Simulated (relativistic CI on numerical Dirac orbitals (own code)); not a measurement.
# Hyperfine structure of La⁴¹⁺, mass number 137

Computed by Dirac-Coulomb-Breit CI, separate exchange-only KLI orbitals for each configuration, QED by a radiative potential, unscaled Slater integrals (own radial code, finite nucleus).

Configurations in the expansion (outside the closed core [Ne]): 3s²3p⁴, 3s3p⁵, 3s²3p³3d, 3p⁶, 3s3p⁴3d, 3p⁵3d, 3s3p³3d², 3s²3p²3d4p, 3p⁵4s, 3s3p³3d4s, 3p⁵4p, 3s²3p³4s, 3s²3p²3d², 3s²3p3d³, 3s3p²3d³, 3s²3p3d²4s, 3p⁴3d², 3p³3d³, 3p³3d²4s, 3s²3p²3d4s, 3s3p²3d²4s, 3s²3p3d4s². Double excitations out of closed p, d and f shells are left out; levels of such configurations are missing from the list, as are those of other unlisted configurations, and high levels can miss mixing partners.

Nuclear spin I = 7/2, μ = 2.696 μN, Q = 0.21 b (tables of Stone and Pyykkö). The electronic factors are computed for point nuclear moments, without core polarisation or the Bohr-Weisskopf and QED corrections.

```
     Level  E (cm⁻¹)  A (GHz)  B (GHz)
3s²3p⁴ ³P2         0     64.5     5.35
3s²3p⁴ ³P1    793086   -27.51      -17
3s²3p⁴ ¹D2    853689    160.4    -39.4
3s3p⁵ ³P°2   1823584    275.9    -28.7
```

Levels with J = 0, under 50 % of one LS term, or S terms without an open s electron are left out. Small factors come from cancelling terms and can be off by tens of per cent or more.

At this charge energies of transitions that change n are usually good to better than 1 %, and those within a shell (Δn = 0) to a few per cent.

(1) Give the hyperfine levels of 3s²3p⁴ ³P2 relative to its centre of gravity.

## Answers

(1) With K = F(F + 1) − I(I + 1) − J(J + 1), E = AK/2 + B[¾K(K + 1) − I(I + 1)J(J + 1)]/[2I(2I − 1)J(2J − 1)]: F = 3/2: -577.6, F = 5/2: -418.7, F = 7/2: -195, F = 9/2: 94.93, F = 11/2: 452.8 GHz.

LS names give the leading component of a level, which can be under half, so a name can repeat, a term be missing and a line seem to break the LS rules.
